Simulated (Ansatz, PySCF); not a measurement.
Species: GeSe, charge 0, multiplicity 1. 
Geometry from a B3LYP-D3(BJ)/def2-TZVP (Ansatz, a first-principles code) optimisation:
```
Ge
Se 1 2.1569
```

Dipole moments at this geometry, in debye (magnitudes).

```
level                program  dipole (D)
-------------------  -------  ----------
HF/def2-TZVPD          PySCF        2.63
PBE/def2-TZVPD        Ansatz        1.71
B97M-V/def2-TZVPD     Ansatz        1.90
PBE0/def2-TZVPD       Ansatz        1.97
M06-2X/def2-TZVPD      PySCF        2.24
CCSD(T)/aug-cc-pVDZ   Ansatz         ___
```

Fill in the missing entries.


- CCSD(T)/aug-cc-pVDZ, dipole (D): 1.62
